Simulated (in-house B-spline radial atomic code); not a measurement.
Orbital energies and mean radii along the 20-electron series, configuration [Ar] 3d2. The effective charge is n√(-2ε), a non-relativistic measure. Computed with a B-spline radial code for spherical atoms: non-relativistic Hartree-Fock, average of the configuration, point nuclei.

This level leaves out relativity, spin-orbit splitting included, which matters for heavy ions.

```
  ion   Z  energy of 3p (Eh)  mean radius of 3p (bohr)  energy of 3s (Eh)  mean radius of 3s (bohr)  effective charge of 3p
Ba36+  56            -96.318                    0.2714            -101.17                   0.28346                  41.638
La37+  57            -101.04                   0.26561               -106                    0.2776                  42.646
Ce38+  58            -105.87                   0.26006            -110.94                   0.27199                  43.653
Pr39+  59            -110.81                   0.25473               -116                    0.2666                  44.661
Nd40+  60            -115.86                   0.24962            -121.16                   0.26142                  45.667
Pm41+  61            -121.03                   0.24471            -126.44                   0.25643                  46.674
Sm42+  62             -126.3                      0.24            -131.83                   0.25164                  47.681
Eu43+  63                  ?                         ?                  ?                         ?                       ?
Gd44+  64            -137.19                   0.23109            -142.93                   0.24257                  49.693
Tb45+  65             -142.8                   0.22688            -148.65                   0.23827                  50.698
Dy46+  66                  ?                         ?                  ?                         ?                       ?
Ho47+  67            -154.35                    0.2189            -160.43                   0.23013                  52.709
Er48+  68            -160.29                   0.21512            -166.48                   0.22626                  53.714
Tm49+  69            -166.34                   0.21147            -172.65                   0.22252                  54.719
Yb50+  70            -172.51                   0.20794            -178.93                    0.2189                  55.724
Lu51+  71            -178.78                   0.20453            -185.31                    0.2154                  56.728
Hf52+  72                  ?                         ?                  ?                         ?                       ?
Ta53+  73            -191.67                   0.19803            -198.42                   0.20872                  58.737
 W54+  74            -198.28                   0.19494            -205.14                   0.20554                  59.741
```

Problem. Fill in the row of Eu43+.

Solution. energy of 3p (Eh): -131.69; mean radius of 3p (bohr): 0.23546; energy of 3s (Eh): -137.32; mean radius of 3s (bohr): 0.24702; effective charge of 3p: 48.687.

Problem. Fill in the row of Dy46+.

Solution. energy of 3p (Eh): -148.52; mean radius of 3p (bohr): 0.22282; energy of 3s (Eh): -154.49; mean radius of 3s (bohr): 0.23413; effective charge of 3p: 51.704.

Problem. Fill in the row of Hf52+.

Solution. energy of 3p (Eh): -185.17; mean radius of 3p (bohr): 0.20123; energy of 3s (Eh): -191.81; mean radius of 3s (bohr): 0.21201; effective charge of 3p: 57.733.

Problem. How does the screening of 3p change?

Solution. Z less the effective charge goes from 14.36 at Z = 56 to 14.26 at Z = 74.
